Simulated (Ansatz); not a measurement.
BCl2F3Si (`F[Si](F)(F)B(Cl)Cl`). Charge 0, multiplicity 1.

Cartesian coordinates in Å:
```
F 1.764 -0.896 0.615
Si 0.498 0.040 0.702
F 1.014 1.514 0.931
F -0.318 -0.386 1.984
B -0.650 -0.068 -0.944
Cl -0.221 -1.105 -2.263
Cl -2.087 0.901 -1.023
```

(1) What are the harmonic wavenumbers in cm⁻¹ at PBE0-D4/def2-TZVP (Ansatz, finite differences of forces, unscaled)? (Estimate.)

Results:

(1) Ansatz gave: 5, 90, 122, 190, 215, 298, 334, 341, 457, 474, 815, 964, 974, 980, 990.
